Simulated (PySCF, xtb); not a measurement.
C₃H₅FSi, SMILES [SiH3]C=C=CF.

GFN2-xTB run with xtb 6.7.1 at its own geometry gives an orbital gap of 3.92 eV and a dipole moment of 2.71 D.

Coordinates come from a PBE0-D3(BJ)/def2-SVP optimisation. This is a generated structure with no PubChem entry under its InChIKey; it may be hypothetical.

**Question.** What does PySCF with r2SCAN/def2-TZVP give? (Estimate from the structure and the level; the computed values follow.)

**Answer.** gap 4.38 eV (levels -6.25 and -1.86 eV), dipole 1.42 D.
